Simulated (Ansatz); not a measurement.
Born–Oppenheimer molecular dynamics of CH₆AlF₂N (11 atoms, charge 0, multiplicity 1). It starts at the highest image of a converged band, a first-order saddle point between two minima.

Theory: RKS PBE/def2-SVP (Ansatz 0.2.0).

| Property | Result |
| --- | --- |
| ensemble | NVE (velocity Verlet) |
| time step | 0.5 fs |
| steps asked | 200 |
| starting velocities drawn for | 300 K |
| seed | 2640 |

First frame:

```xyz
11
Properties=species:S:1:pos:R:3
Al -0.977 0.676 0.915
H 0.226 2.022 0.658
F -2.233 0.910 -0.169
F -1.264 0.555 2.560
H 0.655 1.183 0.353
N 0.472 -0.300 0.228
C 0.509 -0.942 -1.088
H 1.084 -0.772 0.907
H 0.084 -1.970 -1.071
H -0.098 -0.353 -1.805
H 1.542 -1.007 -1.488
```

Problem. How far do the bonds stretch over the last three quarters of this one trajectory? (Pairs bonded in most of those frames.)

Solution. 
```
  bond  mean (Å)  spread (Å)  shortest  longest
Al1–F3     1.674       0.036      1.62     1.72
Al1–F4     1.668       0.009      1.65     1.68
Al1–N6     1.772       0.019      1.74     1.81
 H2–H5     0.772       0.020      0.74     0.80
 N6–C7     1.466       0.016      1.43     1.49
 N6–H8     1.023       0.015      1.00     1.05
 C7–H9     1.114       0.022      1.08     1.15
C7–H10     1.117       0.015      1.09     1.15
C7–H11     1.112       0.011      1.09     1.13
```

Mean temperature of the second half: 321 K. The conserved energy stayed within 0.092 meV per atom of its start (net change 0.07 meV per atom), so the integration is sound. A run of 0.1 ps of so small a system gives no equilibrium averages. The orbitals stay closed-shell, which can raise the energy where a bond breaks towards radicals; this wasn't checked here.

Run time: 4.3 min on 2 threads of AMD EPYC 7R43 64-Core Processor (Zen 3) (shared host), peak memory 0.16 GiB.
